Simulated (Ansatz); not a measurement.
Molecule: CH2Cl, net charge 1, singlet state. 
Coordinates optimised at B3LYP-D3(BJ)/def2-TZVP (Ansatz, an electronic-structure program):
```
C
H 1 1.0896
H 1 1.0896 2 121.41
Cl 1 1.5938 2 119.29 3 180.00
```
Charge +1, spin multiplicity 1.

Basis-set convergence of Hartree-Fock and CCSD correlation energies (hartree) with Ansatz. Cores are frozen in the correlated levels unless marked. Spin-orbit coupling is left out. Non-relativistic.

```csv
basis,functions,E(HF),"E(corr, CCSD)"
def2-SVP,42,-497.99274,-0.28420
def2-TZVPP,101,-498.20188,-0.35962
def2-QZVPP,187,-498.21663,-0.38313
```

Extrapolating the two largest sets (X = 3 and 4) as X^-3: E(corr) = (64·(-0.38313) - 27·(-0.35962))/37 = -0.4003 Eh, an estimate of the basis-set limit. The largest set recovers 95.7 % of it, the smallest 71.0 %.
